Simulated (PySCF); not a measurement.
Input for PySCF: R-MP2/6-31G* on H8Si2 (a complex), monomers drawn apart or pushed together.

```python
from pyscf import gto, scf, dft, mp
from pyscf.data.elements import chemcore

mol = gto.M(
    atom='''
    H     0.55671444   -0.76272745    0.05311899
    H    -0.09818437   -0.57640907   -0.24714688
    Si    0.97381431   -0.00842295    4.19412781
    Si   -1.17450634    0.59302290    3.47395310
    H     1.77200161   -0.54846812    3.06696692
    H     0.88786990   -1.04556859    5.25110403
    H     1.67829284    1.17380484    4.74759556
    H    -1.09606255    1.63758976    2.42456215
    H    -1.95897143    1.12580876    4.61490464
    H    -1.88435369   -0.58527807    2.92048111
    ''',
    basis='6-31g*',
    cart=True,
    charge=0, spin=0, verbose=3, max_memory=1800)
mf = scf.RHF(mol)
mf.conv_tol = 1e-8
mf.max_cycle = 100
mf.kernel()
if not mf.converged:
    mf = mf.newton().run(mf.mo_coeff, mf.mo_occ)
pt = mp.MP2(mf, frozen=chemcore(mol)).run()
```

What total energy does the run end on?

-582.6090 hartree.
